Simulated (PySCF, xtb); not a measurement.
SnBr, SMILES [Br][Sn] (connectivity only; charge and spin as stated), neutral, multiplicity 2.

Harmonic wavenumbers (cm⁻¹) from GFN2-xTB (xtb) at its own minimum, in rising order: 243.

Task: What does PBE-D3(BJ)/def2-TZVP run with PySCF 2.14.0 give at its own minimum? (An estimate is asked for; the answer gives what the named calculation found.)

Result: 234. Paired by order, the mean absolute difference is 9 cm⁻¹ and the zero-point energies are 0.3 and 0.3 kcal/mol.
